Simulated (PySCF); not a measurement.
Species: C5H5NO2.
Z-matrix (Å and degrees, GFN2-xTB geometry), rows numbered from 1:
```
C 
N   1  1.2632
C   2  1.3657  1  122.44
C   3  1.3438  2  123.59  1   179.74
O   4  1.3615  3  113.50  2   179.98
C   5  1.3656  4  109.21  3    -0.00
O   6  1.1930  5  122.78  4   179.95
C   3  1.5108  2  129.24  1    -0.30
H   1  1.0792  2  117.47  3   179.94
H   1  1.0927  2  125.45  3    -0.11
H   4  1.0729  3  130.08  2    -0.02
H   8  1.0916  3  113.41  2    61.77
H   8  1.0915  3  113.37  2   -61.84
```

The geometry is computed with GFN2-xTB (gas phase).

Masses are those of the commonest isotopes; rigid-rotor values at the optimised geometry. The values belong to one conformer with, in the numbering `[CH2:1]=[N:2][C:3]1=[CH:4][O:5][C:6](=[O:7])[CH2:8]1`, C1–N2–C3–C4 180°.

**Question.** What are A, B and C (GHz)?

**Answer.** Ia = 86.58, Ib = 355.32, Ic = 438.75 u·Å²; 505379 MHz·u·Å²/I gives 5837, 1422 and 1152 MHz, that is A = 5.8374, B = 1.4223, C = 1.1518 GHz.

**Question.** Classify the top.

**Answer.** An asymmetric top: κ = (2 × 1422 − 5837 − 1152)/(5837 − 1152) = -0.88.

**Question.** Is it planar, by Δ = Ic − Ia − Ib?

**Answer.** Not planar: Δ = Ic − Ia − Ib = -3.14 u·Å². For a rigid frame Δ = −2 Σ m c², so Σ m c² = 1.57 u·Å² lies off the ab plane, practically all of it from hydrogen. The atom farthest from that plane is 0.89 Å away.

**Question.** Give the other two planar moments, Paa and Pbb, and the rms extents of the mass along the axes.

**Answer.** Paa = Σ m a² = (Ib + Ic − Ia)/2 = 353.75 and Pbb = Σ m b² = (Ia + Ic − Ib)/2 = 85.01 u·Å². With the mass M = 111.03 u, the rms extents √(P/M) along a, b and c are 1.78, 0.87, 0.12 Å.

**Question.** List the rotational levels J(Ka,Kc) to J = 3 (K).

**Answer.** Above 0(0,0), as E/k:
J = 1: 1(0,1) 0.124, 1(1,1) 0.335, 1(1,0) 0.348
J = 2: 2(0,2) 0.370, 2(1,2) 0.570, 2(1,1) 0.608, 2(2,1) 1.244, 2(2,0) 1.245
J = 3: 3(0,3) 0.738, 3(1,3) 0.920, 3(1,2) 0.998, 3(2,2) 1.615, 3(2,1) 1.618, 3(3,1) 2.707, 3(3,0) 2.707
Those of J = 1 are B + C, A + C and A + B.

**Question.** Estimate the classical rotational partition function at 10 K, 298.15 K and 500 K.

**Answer.** Point group Cs, symmetry number σ = 1; q = (√π/σ)·√((kT/h)³/(ABC)), k/h = 20836.6 MHz/K: 1720 at 10 K, 281000 at 298.15 K, 609000 at 500 K.

GFN2-xTB frequencies: not computed here. Zero-point vibration and centrifugal distortion are left out.
